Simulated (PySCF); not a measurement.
# MP2, SCS-MP2 and SOS-MP2 from spin components

System: H₃OSi (SMILES [OH+]=[SiH2]), charge +1, singlet, at a GFN2-xTB geometry. Level: MP2/def2-SVP (PySCF). Sums are taken with unrounded values, so a last digit can differ.

PySCF was given this input:
```python
from pyscf import gto, scf, mp

mol = gto.Mole()
mol.atom = '''
    O     0.968061   -0.292747   -0.018010
    Si   -0.526718    0.137832    0.008496
    H     1.907151   -0.081403   -0.005379
    H    -0.914602    1.533462    0.093401
    H    -1.362990   -1.039731   -0.062880
'''
mol.basis = 'def2-svp'
mol.charge = 1
mol.spin = 0
mol.verbose = 5
mol.build()

mf = scf.RHF(mol)
mf.kernel()

pt = mp.MP2(mf)
pt.kernel()
print('E(MP2) = %.10f' % pt.e_tot)
mf.analyze()
```

It gave an SCF energy of -365.125411 Eh, a same-spin correlation energy of -0.064806 Eh and an opposite-spin one of -0.216218 Eh.

Work out the MP2, SCS-MP2 (6/5 and 1/3) and SOS-MP2 (1.3 and 0) correlation and total energies.

MP2: -0.216218 + (-0.064806) = -0.281024 Eh, total -365.406436 Eh, as the program printed. SCS-MP2: 1.2 × (-0.216218) + (-0.064806)/3 = -0.281064 Eh, total -365.406475 Eh. SOS-MP2: 1.3 × (-0.216218) = -0.281084 Eh, total -365.406495 Eh. Opposite spins carry 77 % of the MP2 correlation; same-spin pairs are already kept apart by exchange.
